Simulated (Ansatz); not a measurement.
Stepwise reaction of `[Br][GeH2][Br]` with water, as a gas-phase model of exchange steps in deposition or etching. ΔE in kJ/mol.

Calculated with Ansatz (gas phase, PBE0-D4/def2-TZVP geometries, no zero-point term in ΔE). CCSD(T)/CBS adds triple-zeta CCSD(T) − MP2 to the extrapolated MP2 energy (def2 sets, frozen cores). This one scheme is used for every species. Functionals use def2-TZVPP. B3LYP here is the variant with VWN-RPA as its local correlation; programs differ in this. For Br, Ge outer-core shells are correlated without core-valence functions, which leaves a few kJ/mol of doubt a bond. Scalar relativity is left out up to krypton. Each species was taken in one conformer, which may not be the lowest.

```json
{"step": "1", "reaction": "`[Br][GeH2][Br]` + H₂O → `[OH][GeH2][Br]` + HBr", "PBE-D4": "49.3", "B3LYP-D4": "47.0", "ωB97M-V": "46.4", "CCSD(T)/CBS": "49.4"}
{"step": "2", "reaction": "`[OH][GeH2][Br]` + H₂O → `[OH][GeH2][OH]` + HBr", "PBE-D4": "56.2", "B3LYP-D4": "53.3", "ωB97M-V": "52.6", "CCSD(T)/CBS": "53.6"}
```

**Question.** By hand: ΔE of the 2 steps together at CCSD(T)/CBS.

**Answer.** (49.4) + (53.6) = 103.0 kJ/mol, or 51.5 kJ/mol a step.

In ΔE the steps differ by no more than 4.2 kJ/mol. All are uphill at CCSD(T)/CBS. PBE-D4 differs from CCSD(T)/CBS by -0.1 to 2.6 kJ/mol a step. Isolated molecules leave out the surface, adducts and barriers. Largest T1 diagnostic: 0.012.
